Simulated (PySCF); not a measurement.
**Field gradients at the hydrogen positions**

Species: C₇H₁₀FPSi.
SMILES with atom numbers: `[F:1][c:2]1[cH:3][cH:4][cH:5][c:6]([PH:7][CH2:8][SiH3:9])[cH:10]1` (hydrogens: H11 on C3; H12 on C4; H13 on C5; H14 on P7; H15, H16 on C8; H17, H18, H19 on Si9; H20 on C10)

Geometry (GFN2-xTB, Å), atoms numbered from 1 in this order:
```xyz
20
C7H10FPSi angstrom
F     -1.9140   -2.9535   -0.6227
C     -1.7441   -1.6223   -0.4726
C     -2.5497   -0.7604   -1.1950
C     -2.3724    0.6024   -1.0300
C     -1.4023    1.0837   -0.1692
C     -0.5926    0.2062    0.5430
P      0.7346    0.7843    1.6651
C      2.0347    1.1005    0.3765
Si     2.7598   -0.5077   -0.3490
C     -0.7752   -1.1643    0.3978
H     -3.2964   -1.1580   -1.8636
H     -2.9957    1.2918   -1.5795
H     -1.2739    2.1505   -0.0470
H      0.2734    2.1119    1.7162
H      2.8236    1.6649    0.8778
H      1.6165    1.7310   -0.4102
H      3.9457   -0.1429   -1.1274
H      1.7714   -1.1318   -1.2304
H      3.1219   -1.4112    0.7423
H     -0.1706   -1.8645    0.9555
```

Level: PBE0/pcSseg-1 (PySCF, non-relativistic); Q(2H) = 0.00286 b; rigid geometry, the same for H and D, with no vibrational averaging.

Problem. Rank these positions by the coupling χzz of a deuteron there, largest first.
A. H14 (P–H hydrogen)
B. H11 (aromatic hydrogen)
C. H17 (Si–H hydrogen)
D. H15 (methylene hydrogen)
E. H13 (aromatic hydrogen)

Solution. B (222 kHz), E (218 kHz), D (211 kHz), A (126 kHz), C (109 kHz).

Problem. Give the electric field gradient Vzz (the principal value of largest size), its asymmetry and the 2H coupling at each hydrogen.

Solution. 
```tsv
atom	bonded to	bond length (Å)	Vzz (au)	η	χzz (kHz)
H11	C3	1.078	0.3302	0.07	222
H12	C4	1.080	0.3268	0.06	220
H13	C5	1.081	0.3237	0.07	218
H14	P7	1.406	0.1878	0.07	126
H15	C8	1.092	0.3133	0.02	211
H16	C8	1.092	0.3127	0.02	210
H17	Si9	1.465	0.1624	0.01	109
H18	Si9	1.464	0.1618	0.00	109
H19	Si9	1.462	0.1634	0.01	110
H20	C10	1.080	0.3238	0.07	218
```

Problem. Average by the element that carries the hydrogen.

Solution. on C: 216 kHz over 6 positions, mean bond length 1.084 Å; on P: 126 kHz over 1 position, mean bond length 1.406 Å; on Si: 109 kHz over 3 positions, mean bond length 1.464 Å.

Problem. Give the 2H NMR doublet splittings at H12 for a magnetic field along the z, y and x axes of the gradient: 3χ/2, 3χ(1 + η)/4, 3χ(1 − η)/4.

Solution. With |χ| = 219.6 kHz and η = 0.059: 329, 174 and 155 kHz, to first order and without motion.

Isolated species at its GFN2-xTB geometry (one conformer only). GFN2-xTB bond lengths can be off by several hundredths of an ångström, more for odd bonds, and the gradients follow them. With so small a basis the couplings can be 20 % off.
